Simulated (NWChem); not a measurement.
# SnH4O3; SMILES [OH][SnH]([OH])[OH]

```xyz
8

Sn     0.0000     0.0000     0.3543
O     -1.6827    -0.7220    -0.3902
O      1.4667    -1.0963    -0.3902
O      0.2161     1.8183    -0.3902
H      0.0000     0.0000     2.0517
H     -2.0739    -0.0975    -1.0138
H      1.1214    -1.7473    -1.0138
H      0.9525     1.8448    -1.0138
```
Atoms are numbered in this order, from 1.

All runs: NWChem. STO-3G and 3-21G are far too small for this property and stand as cheap habits. The geometry was optimised at PBE0/def2-SVP. def2 effective core potentials on Sn; no spin-orbit coupling. B3LYP is NWChem's, with the RPA form of VWN correlation. Field at 589 nm.

| level | isotropic polarisability (bohr³) | anisotropy (bohr³) |
|---|---|---|
| B3LYP/STO-3G (all-electron, non-relativistic) | 23.6 | 2.8 |
| B3LYP/def2-SVP (core potentials) | 41.3 | 1.2 |
| B3LYP/def2-SVPD (core potentials) | (withheld) | 0.8 |

Complete the blanks.


- B3LYP/def2-SVPD (core potentials), isotropic polarisability (bohr³): 53.6
